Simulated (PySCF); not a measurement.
W(NH)2Cl2 (singlet state).
SMILES: `[NH]=[W](=[NH])([Cl])[Cl]`

The closed-shell ground state was solved at several levels (PySCF, density fitting, gas phase). Geometry: PBE0-D3(BJ)/def2-SVP; no solvent, vibrations or thermal averaging. Atoms past krypton carry effective core potentials; spin–orbit coupling is left out.

| level | basis functions | HOMO (eV) | LUMO (eV) | gap (eV) | dipole (D) |
| --- | --- | --- | --- | --- | --- |
| PBE0/pcSseg-1 (def2-TZVP on W) | 132 | -8.31 | -2.39 | 5.92 | 2.96 |
| KT2/pcSseg-1 (def2-TZVP on W) | 132 | -7.06 | -3.27 | 3.79 | 2.86 |

What might B3LYP/def2-SVPD (145 basis functions) give for the same quantities?

HOMO -8.11 eV, LUMO -2.69 eV, gap 5.42 eV, dipole 2.79 D.

Over all these levels, which gives the widest orbital gap and which the narrowest?

PBE0/pcSseg-1 (def2-TZVP on W) (global hybrid, 25 % exact exchange) has the widest, 5.92 eV, and KT2/pcSseg-1 (def2-TZVP on W) (GGA) the narrowest, 3.79 eV. The two share the basis. From the narrowest to the widest the HOMO moves by -1.25 eV and the LUMO by +0.88 eV.

How far do the dipole and the HOMO energy spread over the levels?

The dipole runs from 2.79 to 2.96 D (mean 2.87 D) and the HOMO from -8.31 to -7.06 eV.
